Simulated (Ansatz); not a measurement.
Consider the substitution at a C–C bond: `CCCOC` + `[BH2][GaH][OH]` → `[BH2][GaH][O]CC` + `COC`.

Program: Ansatz. Geometries: PBE0-D4/def2-TZVP. ΔE: electronic, gas phase. CCSD(T)/CBS adds triple-zeta CCSD(T) − MP2 to the extrapolated MP2 energy (def2 sets, frozen cores). DFT in def2-TZVPP. B3LYP here is the variant with VWN-RPA as its local correlation; programs differ in this. For Ga outer-core shells are correlated without core-valence functions, which leaves a few kJ/mol of doubt a bond. Scalar relativity is left out up to krypton. One conformer a species, not always the lowest.

`CCCOC`:

```xyz
15

C    -0.032    1.925   -1.258
C    -0.723    0.681   -0.727
C     0.183   -0.137    0.161
O    -0.510   -1.269    0.618
C     0.272   -2.075    1.450
H     0.294    2.577   -0.443
H    -0.700    2.505   -1.897
H     0.851    1.668   -1.849
H    -1.616    0.955   -0.157
H    -1.061    0.050   -1.555
H     1.086   -0.444   -0.394
H     0.525    0.469    1.018
H    -0.338   -2.925    1.757
H     1.166   -2.449    0.928
H     0.602   -1.532    2.347
```

`[BH2][GaH][OH]`:

Z-matrix (Å, degrees):
```
B
Ga 1 2.082
H 1 1.197 2 121.9
H 1 1.197 2 121.9 3 -179.6
O 2 1.799 1 119.8 3 -90.1
H 2 1.566 1 129.7 3 89.9
H 5 0.959 2 114.6 1 -0.0
```

`[BH2][GaH][O]CC`:

Cartesian coordinates in Å:
```
B 2.027 -1.428 -2.138
Ga 0.949 0.125 -1.279
O 0.429 -0.173 0.409
C -0.341 0.732 1.160
C -1.742 0.203 1.380
H 1.489 -2.299 -2.758
H 3.218 -1.492 -2.054
H 0.503 1.532 -1.828
H 0.152 0.880 2.130
H -0.391 1.719 0.675
H -1.706 -0.779 1.856
H -2.316 0.878 2.020
H -2.271 0.101 0.428
```

`COC`:

```xyz
9

C    -0.300   -0.711    0.868
O    -0.791   -0.030   -0.251
C     0.207    0.707   -0.898
H     0.489   -1.425    0.593
H    -1.131   -1.258    1.314
H     0.111   -0.016    1.615
H     1.020    0.059   -1.257
H    -0.250    1.206   -1.752
H     0.643    1.467   -0.233
```

| level | ΔE (kJ/mol) | difference from CCSD(T)/CBS |
| --- | --- | --- |
| PBE-D4 | 49.8 | -5.3 |
| r2SCAN-D4 | 51.4 | -3.7 |
| PBE0-D4 | 52.1 | -3.0 |
| B3LYP-D4 | 44.9 | -10.2 |
| ωB97X-V | 50.0 | -5.1 |
| ωB97M-V | 52.6 | -2.5 |
| B2PLYP | 49.4 | -5.7 |
| PBE | 50.2 | -4.9 |
| r2SCAN | 51.4 | -3.7 |
| HF/def2-TZVPP | 44.7 | -10.4 |
| MP2/def2-TZVPP | 57.5 | 2.4 |
| SCS-MP2/def2-TZVPP | 52.9 | -2.2 |
| HF/def2-QZVPP | 45.0 | -10.1 |
| MP2/def2-QZVPP | 59.1 | 4.0 |
| SCS-MP2/def2-QZVPP | 54.7 | -0.4 |
| CCSD/CBS(def2) | 55.1 | 0.0 |
| CCSD(T)/CBS | 55.1 | 0 |

Largest T1 diagnostic among the species: 0.015.

In def2-TZVPP, CCSD(T) changes the Hartree–Fock value by +7.9 kJ/mol (the triples alone add +0.0 kJ/mol) and MP2 by +12.8 kJ/mol.
